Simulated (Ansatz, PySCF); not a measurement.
FH3MoN2O, SMILES [Mo]([F])([OH])(=[NH])=[NH], multiplicity 1. Atoms are numbered in the order given.

```xyz
8

Mo    -0.0116     0.0011    -0.0184
N     -1.4111    -0.9566    -0.2743
H     -2.0066    -1.6644    -0.6966
N      1.2186    -0.4741    -1.1212
H      1.5814    -1.0288    -1.8940
F     -0.4323     1.7892    -0.3319
O      0.5950    -0.3432     1.7275
H      1.5293    -0.5021     1.9035
```

Geometry optimised at PBE0-D3(BJ)/def2-SVP. The spin state was assumed, not searched. The structure was generated by enumeration; whether it is a known compound was not checked. The def2 effective core potentials stand for the cores of Mo; spin–orbit coupling is left out. Other conformers were not sampled.

Two levels are set side by side: PBE-D3(BJ)/def2-SVP (Ansatz, a program for electronic structure) and PBE0-D3(BJ)/def2-SVP (Ansatz). Each level has its own optimised geometry; the coordinates shown are those of the second. Frequencies come from the Hessian of PySCF at each geometry. Differences are taken from unrounded values.

```tsv
quantity	PBE0-D3(BJ)	PBE-D3(BJ)	PBE-D3(BJ) minus PBE0-D3(BJ)
mean bond length (Å)	1.454	1.469	0.016
bond Mo1–N2 (Å)	1.715	1.738	0.023
bond Mo1–N4 (Å)	1.719	1.742	0.023
bond Mo1–F6 (Å)	1.864	1.878	0.014
bond Mo1–O7 (Å)	1.880	1.899	0.019
bond N2–H3 (Å)	1.017	1.026	0.009
bond N4–H5 (Å)	1.018	1.027	0.009
bond O7–H8 (Å)	0.964	0.976	0.012
highest harmonic wavenumber (cm⁻¹)	3907	3732	-174
mean harmonic wavenumber (cm⁻¹)	1071	1028	-44
zero-point energy (kcal/mol)	27.57	26.45	-1.12
```

GGA bonds tend to be longer and softer than those of functionals with exact exchange. Differences between two approximate levels are no errors against the true value.
